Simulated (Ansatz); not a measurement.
The first iterations of a band of B₂H₃NSi (7 atoms, charge 0, multiplicity 1).

Theory: Ansatz 0.2.0, RKS PBE-D4/STO-3G.

```json
{
  "movable images": "7",
  "climbing image": "yes",
  "spring": "5.0 eV/Å²",
  "optimiser": "quadratic models (default)",
  "start path": "through a guess of the saddle point",
  "force threshold": "0.05 eV/Å",
  "iteration limit": "60",
  "end points": "relaxed"
}
```

Initial state:

```xyz
7
Properties=species:S:1:pos:R:3
N -1.745 0.553 -1.055
Si -0.460 -0.120 -0.242
B 0.835 0.142 1.229
B 1.477 -0.284 -0.018
H -2.532 -0.181 -1.177
H 0.354 0.506 2.233
H 2.071 -0.616 -0.971
```

Final state:

```xyz
7
Properties=species:S:1:pos:R:3
N -1.923 -0.344 -0.783
Si -0.367 0.110 -0.410
B 0.832 0.183 1.195
B 1.482 -0.293 -0.031
H -2.458 0.485 -1.230
H 0.264 0.484 2.176
H 2.169 -0.625 -0.918
```

| iteration | highest image above the first end (eV) | largest band force component (eV/Å) |
| --- | --- | --- |
| 1 | 3.541 | 29.582 |
| 2 | 0.530 | 0.965 |
| 3 | 0.543 | 1.635 |
| 4 | 0.538 | 0.522 |
| 5 | 0.517 | 0.506 |
| 6 | 0.511 | 0.440 |
| 7 | 0.535 | 0.246 |
| 8 | 0.535 | 0.063 |
| 9 | 0.534 | 0.055 |
| 10 | 0.532 | 0.068 |
| 11 | 0.531 | 0.062 |
| 12 | 0.529 | 0.068 |
| 13 | 0.528 | 0.085 |

Task: Does the band converge within its limit, and where does its top end?

Result: It converged. It ended after 40 iterations with the highest image 0.453 eV above the first end. A vibrational analysis at the climbing image gives one clearly imaginary mode, 529i cm⁻¹: a first-order saddle point. Limits of this set-up: minimal basis.

Run time: 10 min on 1 thread of AMD EPYC (Zen 3), with other jobs on the host, peak memory 0.099 GiB.
